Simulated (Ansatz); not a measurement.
Breaking a bond in BeH2 (SMILES [H][Be][H])

The species is BeH2 (3 atoms), meant as a singlet with charge 0. SMILES: `[H][Be][H]`. Geometry: a GFN2-xTB relaxation, a rough one for these elements and not checked as a minimum.

```csv
atom,x (Å),y (Å),z (Å)
Be,-0.0008,-0.0005,0.0000
H,-0.0182,-0.0228,1.2791
H,0.0190,0.0232,-1.2791
```

The Be1–H3 distance is scanned; the parts on either side stay rigid. Basis 3-21G; program Ansatz 0.2.0. FCI is exact within this basis and core. Energies in eV from each method's value at 1.279 Å; methods without a U are spin-restricted. The shape above is that at 1.279 Å.

| distance (Å) | SVWN5 | PBE0 | B3LYP | r2SCAN0 | wB97M-V | MP2 | CCSDT | FCI |
| --- | --- | --- | --- | --- | --- | --- | --- | --- |
| 1.279 | 0.00 | 0.00 | 0.00 | 0.00 | 0.00 | 0.00 | 0.00 | 0.00 |
| 1.599 | 0.27 | 0.32 | 0.35 | 0.34 | 0.37 | 0.33 | 0.27 | 0.27 |
| 1.919 | 1.11 | 1.22 | 1.27 | 1.26 | 1.32 | 1.24 | 1.09 | 1.09 |
| 2.559 | 2.85 | 3.07 | 3.11 | 3.15 | 3.26 | 3.11 | 2.57 | 2.57 |
| 3.199 | 4.09 | 4.45 | 4.43 | 4.57 | 4.74 | 4.46 | 3.32 | 3.32 |

Departure from the FCI curve at its largest: SVWN5 +0.77 eV at 3.20 Å; PBE0 +1.14 eV at 3.20 Å; B3LYP +1.11 eV at 3.20 Å; r2SCAN0 +1.25 eV at 3.20 Å; wB97M-V +1.42 eV at 3.20 Å; MP2 +1.14 eV at 3.20 Å; CCSDT within 0.005 eV. Restricted functionals keep the electrons paired too, and rise too high.
